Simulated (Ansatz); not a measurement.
Ansatz (a program for electronic structure) input file for W(OH)3 (H3O3W), SMILES [OH][W]([OH])[OH] (connectivity only; charge and spin as stated), neutral, multiplicity 4, PBE/def2-SVPD. Geometry: B3LYP-D3(BJ)/def2-SVP. The multiplicity is an assumed one; other spin states were not compared. The def2 effective core potentials stand for the cores of W; spin–orbit coupling is left out. One conformer was computed; it need not be the lowest.

Ansatz 0.2 input:
```yaml
crystal:
  periodic: [false, false, false]
  atoms:
    - {symbol: W, position_ang: [0.00383492, 0.00159731, -0.00000000]}
    - {symbol: O, position_ang: [0.09217153, 0.95287649, 1.66611462]}
    - {symbol: H, position_ang: [-0.70286332, 1.21578418, 2.15511181]}
    - {symbol: O, position_ang: [0.09217153, 0.95287650, -1.66611462]}
    - {symbol: H, position_ang: [-0.70286332, 1.21578420, -2.15511180]}
    - {symbol: O, position_ang: [-0.12723672, -1.91511366, -0.00000001]}
    - {symbol: H, position_ang: [0.66509176, -2.47488373, -0.00000001]}
basis:
  gaussian:
    orbitals: def2-SVPD
hamiltonian:
  xc: {name: PBE}
magnetization: {spin_polarized: true, initial_magnetization: 3}
```

Program output:

```
WARN ansatz: RAYON_NUM_THREADS=1 ignored (pool sized by the plan → 1); use --threads N
Functional definition: PBE
integrals: 0.05 GiB planned
1063 factors; their error is unknown
mean field: 0.49 GiB planned
mean field evaluation 1: about -7990.1351 eV, gradient 7.1e1 eV
mean field evaluation 2: about -7798.1435 eV, gradient 2.1e2 eV
mean field evaluation 4: about -8006.7104 eV, gradient 1.5e1 eV
mean field evaluation 8: about -8007.9916 eV, gradient 1.9e-1 eV
mean field evaluation 16: about -8007.9365 eV, gradient 5.7e-4 eV
mean field -8007.93645721 eV, -294.2862368281 hartree, gradient 9.8e-6 eV, S^2 3.757785; 0 other end points of the search recorded, 0 dependent functions left out
reference -8007.93651025 eV, -294.2862387772 hartree; 22, 19 occupied and 106, 109 virtual orbitals, 1063 factors
Total energy: -8007.93651025 eV, -294.2862387772 hartree
```

Self-consistency was reached.

Cost: very roughly 1.9 core-seconds.
